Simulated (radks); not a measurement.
Results of a calculation; reference values are marked as such.
Task: The mean radii <r> (bohr) of the occupied orbitals of an atom or ion are listed with their occupations. Code: a radial shooting solver on a logarithmic mesh with Libxc functionals. Model: non-relativistic Kohn-Sham, LB94 model potential, spin-polarised, spherical densities, point nucleus.

| orbital | occ. | <r> |
|---|---|---|
| 1s down | 1 | 0.1112 |
| 1s up | 1 | 0.1112 |
| 2s up | 1 | 0.5691 |
| 2s down | 1 | 0.5705 |
| 2p up | 3 | 0.5328 |
| 2p down | 3 | 0.5347 |
| 3s down | 1 | 2.100 |
| 3s up | 1 | 2.138 |
| 3p up | 2 | 2.730 |

Name the element and its charge. Open shells, if any, are filled with parallel spins first.

Result: Z = 14, silicon, charge 0: Si in [Ne] 3s2 3p2. The 1s radius gives Z: for a bare nucleus <r> = 1.5/Z, 0.1071 bohr for Z = 14, and screening makes it slightly larger (0.1112 here). The occupations add up to 14, and the charge is Z minus that.
